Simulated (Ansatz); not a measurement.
CH3BrSi (`C[Si]Br`), relaxed with RKS PBE0-D4/def2-TZVP in Ansatz 0.2.0 from a PBE-D4/def2-SVP geometry. The force threshold is 0.005 eV/Å; the program also tests the step.

Charge 0, multiplicity 1.

Start:

```xyz
6

C     0.085    0.611    0.105
Si   -0.971   -0.887    0.660
Br   -0.053   -2.465   -0.724
H     1.166    0.417    0.287
H    -0.207    1.528    0.658
H    -0.021    0.796   -0.986
```

```tsv
step	energy (eV)	largest force (eV/Å)	largest move (Å)
1	-78998.0087	0.475	0.000
2	-78998.0306	0.173	0.031
3	-78998.0327	0.039	0.013
4	-78998.0329	0.009	0.009
5	-78998.0329	0.005	0.002
```

End:

```xyz
6

C     0.085    0.606    0.105
Si   -0.956   -0.872    0.650
Br   -0.049   -2.433   -0.717
H     1.148    0.406    0.286
H    -0.202    1.511    0.646
H    -0.025    0.781   -0.970
```

It took 18 s on 2 threads of a server CPU on a shared host, with 0.29 GiB of host memory at the peak.
